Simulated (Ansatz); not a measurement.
Consider the formal exchange of groups at a Ga–Ge bond: `[CH3][GaH][GeH2][C]#N` + `C=O` → `[CH3][GaH][CH]=O` + `N#[C][GeH3]`.

Isolated molecules relaxed with PBE0-D4/def2-TZVP in Ansatz; ΔE leaves out vibrations. CCSD(T)/CBS is the MP2 limit (def2-TZVPP, def2-QZVPP) plus CCSD(T) − MP2 in def2-TZVPP, frozen cores. This one scheme is used for every species. DFT in def2-TZVPP. B3LYP here is the variant with VWN-RPA as its local correlation; programs differ in this. For Ga, Ge outer-core shells are correlated without core-valence functions, which leaves a few kJ/mol of doubt a bond. Scalar relativity is left out up to krypton. One conformer a species, not always the lowest.

`[CH3][GaH][GeH2][C]#N`:

Cartesian coordinates in Å:
```
C -1.889 -0.659 0.236
Ga -0.811 0.636 -0.761
Ge 1.617 0.726 -0.364
C 2.016 -0.588 0.998
N 2.157 -1.392 1.812
H -1.300 -1.194 0.981
H -2.319 -1.385 -0.461
H -2.724 -0.154 0.729
H -1.406 1.632 -1.821
H 2.505 0.330 -1.556
H 2.154 2.049 0.206
```

`C=O`:

Cartesian coordinates in Å:
```
C 0.002 0.004 0.001
O -0.585 -1.007 -0.249
H 0.979 0.248 -0.464
H -0.397 0.755 0.713
```

`[CH3][GaH][CH]=O`:

```xyz
9

C    -0.329    1.418    0.511
Ga   -0.575   -0.276   -0.451
C     0.944   -1.609   -0.425
O     1.026   -2.218    0.619
H    -1.278    1.844    0.838
H     0.320    1.273    1.376
H     0.159    2.143   -0.147
H    -1.940   -0.731   -1.082
H     1.673   -1.845   -1.239
```

`N#[C][GeH3]`:

Cartesian coordinates in Å:
```
N -1.227 0.029 -2.136
C -0.654 0.015 -1.138
Ge 0.304 -0.007 0.530
H -0.619 0.609 1.580
H 1.571 0.823 0.325
H 0.624 -1.469 0.839
```

Problem. Is it downhill or uphill in electronic energy at CCSD(T)/CBS, and by how much? (Estimate.)

Solution. The calculation gave: Uphill: ΔE = +16.7 kcal/mol.

Problem. What do these levels give: B3LYP-D4, B2PLYP, CCSD/def2-TZVPP, CCSD(T)/def2-TZVPP, SCS-MP2/def2-QZVPP, CCSD/CBS(def2)? (Best estimate.)

Solution. The calculation gave: B3LYP-D4 16.8, B2PLYP 16.1, CCSD/def2-TZVPP 16.8, CCSD(T)/def2-TZVPP 16.6, SCS-MP2/def2-QZVPP 16.2, CCSD/CBS(def2) 16.9 kcal/mol.

Largest T1 diagnostic among the species: 0.015.

From PBE to PBE0 (25 % exact exchange), in def2-TZVPP and without D4, ΔE moves by +1.0 kcal/mol. The D4 term adds +1.0 kcal/mol with B3LYP and +0.6 kcal/mol with PBE0; it sums over pairs of atoms, weighted by their polarisabilities, and B3LYP, whose exchange is more repulsive, gets the larger term.
